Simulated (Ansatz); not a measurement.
`[F][GeH2][GeH3]` → `[F][GeH3]` + `[GeH2]` at 400 K and 1 bar (germylene loss).

Program: Ansatz. Geometries: PBE0-D4/def2-TZVP. ΔE: electronic, gas phase. CCSD(T)/CBS adds triple-zeta CCSD(T) − MP2 to the extrapolated MP2 energy (def2 sets, frozen cores). For Ge outer-core shells are correlated without core-valence functions, which leaves a few kJ/mol of doubt a bond. Scalar relativity is left out up to krypton.

| species | CCSD(T)/CBS energy (Eh) | H − E (kJ/mol) | S (J/(mol·K)) |
| --- | --- | --- | --- |
| `[F][GeH2][GeH3]` | -4255.04883 | 137.5 | 369.0 |
| `[F][GeH3]` | -2177.72589 | 83.9 | 268.6 |
| `[GeH2]` | -2077.24753 | 42.4 | 231.0 |

H − E and S are ideal-gas, rigid-rotor, harmonic terms from PBE0-D4/def2-TZVP. 1 Eh = 2625.50 kJ/mol, R = 8.31446 J/(mol·K).

By hand: ΔE, ΔH, ΔS and ΔG.

ΔE = (-2177.72589) + (-2077.24753) − (-4255.04883) = 0.07541 Eh = 198.0 kJ/mol. Δ(H − E) = 83.9 + 42.4 − 137.5 = -11.2, so ΔH = 186.8 kJ/mol. ΔS = 268.6 + 231.0 − 369.0 = 130.6 J/(mol·K). ΔG = 186.8 − 400 × (130.6)/1000 = 134.6 kJ/mol.

By hand: the equilibrium constant, and the temperature at which ΔG would vanish if ΔH and ΔS stayed fixed.

log₁₀ K = −ΔG/(RT ln 10) = -17.6. ΔG = 0 at ΔH/ΔS = 1430 K.

The number of gas molecules changes by +1, which sets the sign of ΔS. A doubt of 5 kJ/mol in ΔE shifts log₁₀ K by 0.7 here. These are equilibria of isolated gas molecules and say nothing of rates. Largest T1 diagnostic: 0.012 (customary marks: 0.02 for closed shells, 0.045 for open ones).
